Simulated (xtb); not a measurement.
C2H7FOSi2, SMILES F[Si@@H](C)C(=O)[SiH3]. All values are semi-empirical tight-binding results from xtb (GFN2-xTB unless named), good for trends rather than for accurate numbers. Geometry optimised at GFN2-xTB. The structure was generated by enumeration; whether it is a known compound was not checked. One conformer was computed; it need not be the lowest.

Optimised geometry:

```xyz
13

C      2.3653    -0.3975    -0.6608
Si     1.0737     0.2588     0.5549
F      0.6578    -0.9543     1.5510
C     -0.5699     0.6873    -0.3608
O     -0.6839     1.7595    -0.9280
Si    -2.0429    -0.5706    -0.4031
H      2.6331     0.3520    -1.3995
H      1.9941    -1.2701    -1.1939
H      3.2735    -0.6920    -0.1418
H      1.5256     1.3278     1.4292
H     -2.4577    -0.7812     0.9812
H     -3.1068     0.0049    -1.2180
H     -1.5138    -1.8036    -0.9878
```
Charge 0, spin multiplicity 1.

Computed properties:
The orbital gap is 1.80 eV and the dipole moment comes out as 1.54 D. The zero-point energy comes out as 49.9 kcal/mol and the G − E(el) at 298.15 K (modified RRHO) comes out as 27.4 kcal/mol. The static polarisability (D4 model) comes out as 86.2 bohr³. The solvation energy, GFN2-xTB/ALPB(water) is -0.6 kcal/mol. The solvation energy, GFN2-xTB/ALPB(methanol) is -3.8 kcal/mol.

Give the atomic charges and the Wiberg bond orders between heavy atoms. (The exact figures need the calculation; the answer reports its results.)

charges (e) C1 -0.20, Si2 0.54, F3 -0.29, C4 0.02, O5 -0.36, Si6 0.44, H7 0.04, H8 0.05, H9 0.05, H10 -0.05, H11 -0.08, H12 -0.08, H13 -0.08. Bond orders C1–Si2 0.92, Si2–F3 1.06, Si2–C4 0.82, C4–O5 1.95, C4–Si6 0.82.
